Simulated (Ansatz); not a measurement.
Isolated molecules relaxed with PBE0-D4/def2-TZVP in Ansatz; ΔE leaves out vibrations. CCSD(T)/CBS adds triple-zeta CCSD(T) − MP2 to the extrapolated MP2 energy (def2 sets, frozen cores). Functionals use def2-TZVPP. Each species was taken in one conformer, which may not be the lowest.

Consider the redistribution: `CNBB(O)S` + `S[SiH2]Cl` → `OB(S)[SiH2]Cl` + `CNBS`.

(1) Is it downhill or uphill in electronic energy at CCSD(T)/CBS, and by how much? (Estimate.)

(2) What do these levels give: PBE-D4, PBE0-D4, ωB97X-V, B2PLYP, PBE0, MP2/def2-TZVPP, SCS-MP2/def2-TZVPP, HF/def2-QZVPP, MP2/def2-QZVPP, SCS-MP2/def2-QZVPP, HF/CBS(def2), CCSD/CBS(def2)? (Estimate.)

Largest T1 diagnostic among the species: 0.014.

Results:

(1) Computed: Nearly level: ΔE = +1.5 kJ/mol.

(2) Computed: PBE-D4 -5.0, PBE0-D4 -4.0, ωB97X-V -1.5, B2PLYP -0.5, PBE0 -3.2, MP2/def2-TZVPP 0.0, SCS-MP2/def2-TZVPP 0.4, HF/def2-QZVPP 1.6, MP2/def2-QZVPP 1.3, SCS-MP2/def2-QZVPP 1.8, HF/CBS(def2) 1.7, CCSD/CBS(def2) 2.0 kJ/mol.
